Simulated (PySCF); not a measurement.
phosphoric acid (H3O4P), SMILES P(O)(O)(O)=O. Coordinates come from a PBE-D3(BJ)/def2-SVP optimisation. One conformer was computed; it need not be the lowest.

Calculation: PBE-D3(BJ)/def2-SVP (PySCF).

Harmonic wavenumbers (cm⁻¹): 137, 137, 304, 355, 355, 422, 422, 429, 792, 888, 888, 1001, 1009, 1009, 1279, 3713, 3713, 3715. Rotational constants (GHz): 4.381, 4.288, 4.288; symmetry number 3.

Problem. Work out the zero-point energy and the ideal-gas rigid-rotor harmonic-oscillator thermochemistry at 298.15 K and 1 atm.

Solution. ZPE = ½ Σ hcν = ½ × 20566 cm⁻¹ = 29.40 kcal/mol. H − E(el) = 34.05 kcal/mol. Entropy in cal/(mol K): translation 39.66, rotation 23.61, vibration 12.83, total 76.10. G − E(el) = 11.36 kcal/mol. Cp = 23.80 cal/(mol K). Modes under 150 cm⁻¹ make the vibrational entropy uncertain.
